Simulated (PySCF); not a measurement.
# TeC⁺: frontier orbitals

PBE0 at R = 1.852 Å; Te x2c-SVPall, C x2c-SVPall; spin-free X2C with a Gaussian nucleus (PySCF 2.14). State: ²Π (doublet), unpaired electrons π ↑, a second solution, started from another occupation. Only the outer orbitals are listed, counted within each symmetry.

| spin | orbital | occ. | ε (eV) | on Te (%) | main shells (%) |
| --- | --- | --- | --- | --- | --- |
| α | 11σ | 1 | -28.79 | 64 | 56 Te s, 28 C s |
| α | 12σ | 1 | -21.49 | 62 | 41 Te s, 39 C s, 19 Te p |
| α | 6π | 1 | -16.73 | 72 | 70 Te p, 28 C p |
| α | 6π | 1 | -15.91 | 71 | 69 Te p, 29 C p |
| α | 13σ | 1 | -15.16 | 28 | 43 C p, 29 C s, 28 Te p |
| α | 7π | 0 | -10.53 | 36 | 64 C p, 31 Te p |
| α | 7π | 0 | -9.86 | 37 | 63 C p, 32 Te p |
| α | 14σ | 0 | -5.78 | 87 | 62 Te p, 23 C p, 17 Te d |
| β | 11σ | 1 | -27.95 | 63 | 55 Te s, 29 C s |
| β | 12σ | 1 | -20.94 | 63 | 42 Te s, 37 C s, 20 Te p |
| β | 6π | 1 | -15.64 | 68 | 66 Te p, 32 C p |
| β | 13σ | 1 | -15.00 | 27 | 44 C p, 28 C s, 26 Te p |
| β | 6π | 0 | -13.40 | 72 | 70 Te p, 28 C p |
| β | 7π | 0 | -9.74 | 40 | 60 C p, 35 Te p |
| β | 7π | 0 | -9.12 | 36 | 64 C p, 30 Te p |

**Question.** Which are the highest filled and the lowest empty level, where do they sit, and how wide is the gap?

**Answer.** Highest filled β 13σ at -15.00 eV (in %: 44 C p, 28 C s, 26 Te p); lowest empty β 6π at -13.40 eV (in %: 70 Te p, 28 C p); the gap at PBE0 is 1.60 eV.

- bond order (Mayer): 2.17
- ⟨S²⟩: 0.753
- charge on Te (Mulliken, basis-dependent): 0.83
- charge on Te (Löwdin, basis-dependent): 1.00
- dipole moment (positive dipole points towards C; it is taken about the centre of mass and depends on that origin): -0.92 D

Spin–orbit coupling is left out.
